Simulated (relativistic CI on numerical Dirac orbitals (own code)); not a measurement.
# Line list: Electric-dipole lines, Cs LIII

Computed by Dirac-Coulomb-Breit CI, KLI orbitals optimised for each configuration, a model potential for QED, unscaled Slater integrals (own radial code, finite nucleus).

CI space (outside the closed core 1s2): 2s, 2p, 3s, 3p, 3d, 4s, 4p, 4d, 4f, 5s, 5p, 5d, 5f, 5g, 6s, 6p, 6d. Levels of other configurations are missing.

| λ vac (Å) | Lower | Upper | A (s⁻¹) | log gf | S velocity/length |
| --- | --- | --- | --- | --- | --- |
| 1.5224 | 2p 2P°_3/2 [3] | 5d 2D_5/2 [20] | 7.57e+13 | -0.80 | 1.00 |
| 1.6170 | 2p 2P°_1/2 [2] | 4d 2D_3/2 [12] | 1.53e+14 | -0.62 | 1.00 |
| 1.7032 | 2p 2P°_3/2 [3] | 4d 2D_5/2 [13] | 1.65e+14 | -0.37 | 1.00 |
| 2.1026 | 2s 2S_1/2 [1] | 3p 2P°_3/2 [6] | 1.65e+14 | -0.36 | 1.00 |
| 2.1436 | 2p 2P°_1/2 [2] | 3d 2D_3/2 [7] | 4.56e+14 | 0.10 | 1.00 |
| 2.1463 | 2s 2S_1/2 [1] | 3p 2P°_1/2 [5] | 1.96e+14 | -0.57 | 1.00 |
| 2.2889 | 2p 2P°_3/2 [3] | 3d 2D_5/2 [8] | 5.10e+14 | 0.38 | 1.00 |
| 2.3043 | 2p 2P°_3/2 [3] | 3d 2D_3/2 [7] | 8.48e+13 | -0.57 | 1.00 |
| 3.8217 | 3p 2P°_3/2 [6] | 6d 2D_5/2 [29] | 1.51e+13 | -0.70 | 1.00 |
| 4.2958 | 3p 2P°_1/2 [5] | 5d 2D_3/2 [19] | 2.33e+13 | -0.59 | 1.00 |
| 4.4693 | 3p 2P°_3/2 [6] | 5d 2D_5/2 [20] | 2.71e+13 | -0.31 | 1.00 |
| 4.4861 | 3d 2D_3/2 [7] | 5f 2F°_5/2 [21] | 3.45e+13 | -0.20 | 1.00 |
| 4.5393 | 3d 2D_5/2 [8] | 5f 2F°_7/2 [23] | 3.59e+13 | -0.05 | 1.00 |
| 6.0672 | 3s 2S_1/2 [4] | 4p 2P°_3/2 [11] | 2.11e+13 | -0.33 | 1.00 |
| 6.1561 | 3p 2P°_1/2 [5] | 4d 2D_3/2 [12] | 4.58e+13 | 0.02 | 1.00 |
| 6.2207 | 3s 2S_1/2 [4] | 4p 2P°_1/2 [10] | 2.60e+13 | -0.52 | 1.00 |
| 6.4932 | 3p 2P°_3/2 [6] | 4d 2D_5/2 [13] | 5.52e+13 | 0.32 | 1.00 |
| 6.5284 | 3d 2D_3/2 [7] | 4f 2F°_5/2 [14] | 1.03e+14 | 0.60 | 1.00 |
| 6.5458 | 3p 2P°_3/2 [6] | 4d 2D_3/2 [12] | 9.45e+12 | -0.61 | 1.00 |
| 6.6287 | 3d 2D_5/2 [8] | 4f 2F°_7/2 [15] | 1.09e+14 | 0.76 | 1.00 |
| 6.6556 | 3d 2D_5/2 [8] | 4f 2F°_5/2 [14] | 7.20e+12 | -0.54 | 1.00 |
| 6.7921 | 3p 2P°_3/2 [6] | 4s 2S_1/2 [9] | 1.48e+13 | -0.69 | 1.00 |
| 8.8537 | 4p 2P°_1/2 [10] | 6d 2D_3/2 [28] | 5.64e+12 | -0.58 | 0.99 |
| 9.1534 | 4p 2P°_3/2 [11] | 6d 2D_5/2 [29] | 6.81e+12 | -0.29 | 1.00 |
| 13.209 | 4s 2S_1/2 [9] | 5p 2P°_3/2 [18] | 4.87e+12 | -0.29 | 1.00 |
| 13.375 | 4p 2P°_1/2 [10] | 5d 2D_3/2 [19] | 9.15e+12 | -0.01 | 1.00 |
| 13.581 | 4s 2S_1/2 [9] | 5p 2P°_1/2 [17] | 6.10e+12 | -0.47 | 1.00 |
| 14.018 | 4p 2P°_3/2 [11] | 5d 2D_5/2 [20] | 1.15e+13 | 0.31 | 1.00 |
| 14.086 | 4d 2D_3/2 [12] | 5f 2F°_5/2 [21] | 1.92e+13 | 0.53 | 1.00 |
| 14.273 | 4d 2D_5/2 [13] | 5f 2F°_7/2 [23] | 2.04e+13 | 0.70 | 1.00 |
| 14.276 | 4f 2F°_5/2 [14] | 5g 2G_7/2 [22] | 3.26e+13 | 0.90 | 1.00 |
| 14.363 | 4f 2F°_7/2 [15] | 5g 2G_9/2 [24] | 3.36e+13 | 1.02 | 1.00 |
| 14.731 | 4p 2P°_3/2 [11] | 5s 2S_1/2 [16] | 5.05e+12 | -0.48 | 1.00 |
| 23.542 | 2s 2S_1/2 [1] | 2p 2P°_3/2 [3] | 4.65e+11 | -0.81 | 1.05 |
| 24.454 | 5s 2S_1/2 [16] | 6p 2P°_3/2 [27] | 1.56e+12 | -0.25 | 1.00 |
| 24.731 | 5p 2P°_1/2 [17] | 6d 2D_3/2 [28] | 2.67e+12 | -0.01 | 1.00 |
| 25.191 | 5s 2S_1/2 [16] | 6p 2P°_1/2 [26] | 1.98e+12 | -0.42 | 1.00 |
| 25.821 | 5p 2P°_3/2 [18] | 6d 2D_5/2 [29] | 3.44e+12 | 0.31 | 1.00 |
| 27.219 | 5p 2P°_3/2 [18] | 6s 2S_1/2 [25] | 2.06e+12 | -0.34 | 1.00 |
| 80.604 | 3s 2S_1/2 [4] | 3p 2P°_3/2 [6] | 7.05e+10 | -0.56 | 1.01 |
| 192.92 | 4s 2S_1/2 [9] | 4p 2P°_3/2 [11] | 1.73e+10 | -0.41 | 1.01 |
| 226.17 | 4p 2P°_1/2 [10] | 4d 2D_3/2 [12] | 8.79e+09 | -0.57 | 1.00 |
| 379.35 | 5s 2S_1/2 [16] | 5p 2P°_3/2 [18] | 5.72e+09 | -0.31 | 1.01 |
| 443.43 | 5p 2P°_1/2 [17] | 5d 2D_3/2 [19] | 3.20e+09 | -0.42 | 1.01 |
| 658.76 | 6s 2S_1/2 [25] | 6p 2P°_3/2 [27] | 2.30e+09 | -0.22 | 1.01 |

Terms are leading LS components. Brackets give the number of a level in order of energy, since labels repeat. The list gives strong lines, with weight on those to low levels. Levels whose partners in the same complex of configurations lie outside the list can be far off, and so can their lines. Rates are taken at the computed energies, electric ones in the length gauge. A velocity-to-length ratio far from 1 marks an uncertain rate.

At this charge energies of transitions that change n are usually good to better than 1 %, and those within a shell (Δn = 0) to a few per cent.
